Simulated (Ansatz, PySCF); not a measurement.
C4H7BO, SMILES C(#C)B(CC)O.

Geometry: B3LYP-D3(BJ)/def2-SVP. The structure was generated by enumeration, and PubChem lists no compound with its InChIKey, so it may never have been made. Other conformers were not sampled.

Vertical ionisation energy (IE) and electron affinity (EA) in eV. Rows of orbital energies are one-electron estimates. Where ΔSCF, EOM or ADC give a negative EA the extra electron is unbound and the value depends on the basis.

```
level                                                                      IE     EA
----------------------------------------------------------------------  -----  -----
−ε(HOMO), −ε(LUMO), PBE0/def2-TZVP (PySCF)                               8.14   1.00
−ε(HOMO), −ε(LUMO), PBE/def2-TZVP (PySCF)                                6.89   1.94
ΔSCF, ωB97X-V/def2-SVPD (Ansatz), final states of multiplicity 2 and 2  10.60  -1.00
ΔSCF, PBE/def2-SVPD (Ansatz), final states of multiplicity 2 and 2        [?]    [?]
```

Q: What belongs in the gaps? (An estimate is asked for; the answer gives what the named calculation found.)

A: 
- ΔSCF, PBE/def2-SVPD (Ansatz, a program for electronic structure), final states of multiplicity 2 and 2, IE: 9.90
- ΔSCF, PBE/def2-SVPD (Ansatz), final states of multiplicity 2 and 2, EA: -0.68

Q: What vertical singlet–triplet gap does ΔSCF give with ωB97X-V/def2-SVPD (Ansatz) and with PBE/def2-SVPD (Ansatz)? (Estimate from the structure and the level; the computed values follow.)

A: 4.89 and 4.64 eV (triplet above singlet where positive).
